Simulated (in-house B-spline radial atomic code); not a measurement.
## Ionising Hg VI (Hg5+) with different functionals

Computed with a radial B-spline atomic code at the basis-set limit: four-component Dirac-Coulomb Hamiltonian, Fermi nucleus of rms radius 5.4648 fm, spin-restricted, spherical fractional occupations for the functionals. The ionisation energy is the difference of two self-consistent energies, [Xe] 4f14 5d7 → [Xe] 4f14 5d6, without Breit or QED terms; ε is the level of the shell that loses the electron (mean over j). The electron is taken from both j subshells in proportion to 2j + 1, so the result is a j average, not the step between ground levels.

Hybrids are left out here: with spherical fractional occupations of an open shell their exact exchange keeps a self-interaction that integer-occupation calculations don't have.

| method | rung | ΔSCF (eV) | -ε(5d) (eV) |
| --- | --- | --- | --- |
| LDA VWN5 | LDA | 81.26 | 73.11 |
| relativistic LDA | LDA | 81.26 | 73.11 |
| LDA PW92 | LDA | 81.25 | 73.10 |
| LDA exchange-only | LDA | 79.47 | 71.34 |
| PBE | GGA | 80.96 | 72.81 |
| PBEsol | GGA | 80.99 | 72.84 |
| BLYP | GGA | 80.78 | 72.63 |
| RPBE | GGA | 80.89 | 72.74 |
| PW91 | GGA | 81.05 | 72.90 |
| BP86 | GGA | 81.05 | 72.90 |
| AM05 | GGA | 81.01 | 72.86 |
| OLYP | GGA | 81.24 | 73.06 |

(1) How do they compare with the NIST value?

## Answers

(1) NIST lists 76.6 eV ± 0.5 (measured, ground level to ground level). Errors run from +2.87 to +4.66 eV. The correlated functionals all miss on the same side by more than they spread, so the cause is common to them (Breit-QED terms, spin polarisation, the choice among j levels, multiplet and fine-structure energies, or a listed next ion that isn't the cheapest removal here) and closeness doesn't rank the functionals.
